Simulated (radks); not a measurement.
The chlorine anion Cl-, [Ar], held by a Watson sphere: a shell of charge +1 at radius R that stands for the Madelung well of a crystal (potential energy -1/R inside, -1/r outside, in hartree with lengths in bohr). Method: scalar-relativistic Kohn-Sham, PBE, spin-polarised, spherical densities, point nucleus; computed with a radial shooting solver on a logarithmic mesh with Libxc functionals. Response by self-consistent Sternheimer equations with the Hartree and adiabatic LDA kernel, the relativistic mass of each level held fixed and spin-orbit coupling left out. The sphere does not respond.

R (bohr)  e(2p) (eV)  e(3s) (eV)  e(3p) (eV)  <r> 3p (bohr)  sum of <r^2> (bohr^2)  X-ray form factor at sin(theta)/lambda = 0.2 1/angstrom  alpha (bohr^3)
2.42         -189.45     -20.064      -8.379          1.919                  34.18                                                   12.128           20.36
2.55         -189.34     -19.819      -8.165          1.932                  34.61                                                   12.106           21.27
2.93         -188.98     -19.150      -7.552          1.963                  35.74                                                   12.061           24.00
3.77         -188.05     -17.905      -6.339          2.010                  37.55                                                   12.019           30.03
3.82         -188.00     -17.840      -6.274          2.012                  37.63                                                   12.018           30.37
3.86         -187.95     -17.789      -6.224          2.014                  37.69                                                   12.017           30.64
4.17         -187.62     -17.414      -5.848          2.024                  38.14                                                   12.013           32.69
4.37         -187.42     -17.190      -5.623          2.030                  38.39                                                   12.011           33.95
4.45         -187.34     -17.104      -5.537          2.032                  38.49                                                   12.010           34.44
